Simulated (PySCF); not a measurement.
**Radial density of Mg²⁺ (magnesium, charge +2)**

M06-L, [Ne], closed-shell 1S. Computed with PySCF 2.14 in def2-TZVP (5s4p3d, 32 functions), with the non-relativistic Hamiltonian (point nucleus).

```tsv
r (bohr)	4πr²ρ (e/bohr)
0.00255	0.08395
0.00430	0.2288
0.00723	0.6013
0.0122	1.514
0.0204	3.511
0.0344	7.135
0.0578	11.59
0.0973	13.18
0.164	9.394
0.275	7.649
0.463	10.99
0.779	7.731
1.31	1.580
2.20	0.05811
3.71	3.092e-05
```
